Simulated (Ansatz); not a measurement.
One change: `C[O][AlH][SeH]` becomes `[BH2][AlH][O]C`.

Ansatz, PBE0-D4/def2-TZVP geometries, multiplicity 1. Each molecule was computed in one conformer, which needn't be the lowest.

Scalar relativity is left out up to krypton.

```json
{"property": "LUMO energy (B3LYP/def2-TZVPP) / eV", "`C[O][AlH][SeH]`": "-0.87"}
{"property": "size of the dipole moment (B3LYP/def2-TZVPP) / D", "`C[O][AlH][SeH]`": "1.33"}
{"property": "HOMO energy (ωB97M-V/def2-TZVPP) / eV", "`C[O][AlH][SeH]`": "-9.45"}
{"property": "HOMO energy (PBE0/def2-TZVPP) / eV", "`C[O][AlH][SeH]`": "-7.31"}
{"property": "LUMO energy (ωB97M-V/def2-TZVPP) / eV", "`C[O][AlH][SeH]`": "0.93"}
{"property": "HOMO–LUMO gap (PBE0/def2-TZVPP) / eV", "`C[O][AlH][SeH]`": "6.63"}
```

Question: What does the change do to each property? (Best estimate.)

Answer: Computed: 
| property | `[BH2][AlH][O]C` | shift |
| --- | --- | --- |
| LUMO energy (B3LYP/def2-TZVPP) / eV | -2.65 | -1.78 |
| size of the dipole moment (B3LYP/def2-TZVPP) / D | 1.23 | -0.10 |
| HOMO energy (ωB97M-V/def2-TZVPP) / eV | -9.49 | -0.04 |
| HOMO energy (PBE0/def2-TZVPP) / eV | -7.33 | -0.02 |
| LUMO energy (ωB97M-V/def2-TZVPP) / eV | -0.51 | -1.44 |
| HOMO–LUMO gap (PBE0/def2-TZVPP) / eV | 4.86 | -1.77 |

Dipoles are sizes alone; their direction can turn.

B3LYP here is the variant with VWN-RPA as its local correlation; programs differ in this.

Spin–orbit coupling is left out; it splits and shifts lone-pair levels of the heavy atoms by tenths of an eV.
